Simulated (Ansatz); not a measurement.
Basis-set extrapolation for AlCl3H3N (`[NH3+][Al-]([Cl])([Cl])[Cl]`) (PBE0-D4/def2-TZVP geometry, frozen core, Ansatz). Multiplicity 1, RHF reference.

```csv
,def2-TZVPP,def2-QZVPP
HF,-1676.973063,-1677.021060
MP2 correlation,-0.867425,-0.950559
CCSD(T) correlation,-0.963126,not run
```

Energies in hartree. Use E(X) = E(∞) + A·exp(−7.88·√X) for Hartree–Fock and E(X) = E(∞) + B·X^(−2.97) for correlation, with X = 3 and 4, and add CCSD(T) minus MP2 of the smaller set to the MP2 limit.

Question: What is the CCSD(T) energy at the basis-set limit?

Answer: HF limit: -1677.021060 + (-0.047997) × 0.13774 = -1677.02767. MP2 limit: -0.950559 + (-0.083134) × 0.74074 = -1.01214. Higher-order term: -0.963126 − (-0.867425) = -0.09570. Total: -1678.13551 hartree, 125.1 kcal/mol below CCSD(T)/def2-TZVPP.
